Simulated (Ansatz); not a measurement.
Geometry optimisation, RKS PBE-D4/def2-SVP in Ansatz.

Input file:

```yaml
crystal:
  periodic: [false, false, false]
  atoms:
    - { symbol: Li, position_ang: [-1.39368, -1.07858, 1.08736] }
    - { symbol: Si, position_ang: [-0.34599, 1.15884, 1.01921] }
    - { symbol: S, position_ang: [1.17779, 0.16972, -0.34114] }
    - { symbol: B, position_ang: [0.37574, -1.14901, -1.09185] }
    - { symbol: H, position_ang: [-0.6548, 2.30659, 0.13137] }
    - { symbol: H, position_ang: [0.67627, 1.81471, 1.86077] }
    - { symbol: H, position_ang: [-0.77491, -1.39255, -0.80876] }
    - { symbol: H, position_ang: [0.93957, -1.82972, -1.85696] }
basis:
  gaussian: { orbitals: def2-SVP }
hamiltonian:
  xc: pbe
  dispersion: d4
relax:
  f_tol: 0.02
  max_steps: 40
```

Command:

```bash
$ ansatz run input.yaml --threads 1 --pin off --max-ram 2048MiB --backend cpu --events-out ev --progress --plain --runs-dir out
```

Question: Where does it end, and by what steps?

Answer: The forces met the threshold. After 15 steps the energy has fallen by 0.223 eV; Li1 moved furthest, 0.46 Å. Joined: Li1–S3, Li1–B4.

| step | energy less start (eV) | largest force component (eV/Å) | accepted |
| --- | --- | --- | --- |
| 0 | 0.0000 | 0.821 | yes |
| 1 | -0.1545 | 0.498 | yes |
| 2 | -0.1843 | 0.274 | yes |
| 3 | -0.2023 | 0.141 | yes |
| 4 | -0.2012 | 0.143 | no |
| 5 | -0.2077 | 0.095 | yes |
| 6 | -0.2114 | 0.079 | yes |
| 7 | -0.2132 | 0.169 | yes |
| 8 | -0.2162 | 0.108 | yes |
| 9 | -0.2196 | 0.105 | yes |
| 10 | -0.2130 | 0.234 | no |
| 11 | -0.2218 | 0.057 | yes |
| 12 | -0.2218 | 0.143 | yes |
| 13 | -0.2228 | 0.055 | yes |
| 14 | -0.2231 | 0.026 | yes |
| 15 | -0.2231 | 0.005 | yes |

```xyz
8
Properties=species:S:1:pos:R:3
Li -0.938 -1.110 1.005
Si -0.402 1.230 1.078
S 1.193 0.003 -0.127
B 0.285 -1.168 -1.089
H -0.665 2.300 0.028
H 0.605 1.953 1.961
H -0.939 -1.345 -0.958
H 0.862 -1.863 -1.898
```

Run time: 83 s on 1 thread of Arm Neoverse N1, with other jobs on the host, peak memory 0.15 GiB.
